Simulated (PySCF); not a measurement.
# Converging LaN in the basis (PBE0)

PySCF, UKS reference; singlet, unpaired electrons none; De to La (5d1 6s2) + N without counterpoise correction.

```json
{"basis": "x2c-SVPall", "relativity": "spin-free X2C", "functions": "80", "Re (Å)": "1.798", "ωe (cm⁻¹)": "930", "De (eV)": "5.65", "μ (D)": "-7.30"}
{"basis": "x2c-TZVPall", "relativity": "spin-free X2C", "functions": "112", "Re (Å)": "1.796", "ωe (cm⁻¹)": "915", "De (eV)": "5.67", "μ (D)": "-7.60"}
{"basis": "x2c-TZVPPall", "relativity": "spin-free X2C", "functions": "128", "Re (Å)": "1.796", "ωe (cm⁻¹)": "914", "De (eV)": "5.66", "μ (D)": "-7.62"}
```

How does each smaller set differ from the one with most functions, x2c-TZVPPall?

x2c-SVPall: +0.2 pm, +1.8 % in ωe, -0.01 eV in De; x2c-TZVPall: +0.0 pm, +0.1 % in ωe, +0.01 eV in De. All at PBE0; the set with most functions is neither the basis-set limit nor always the best.

A positive dipole means La(−)N(+). These are scalar-relativistic numbers at best; spin–orbit coupling would shift them, the dissociation energy most.
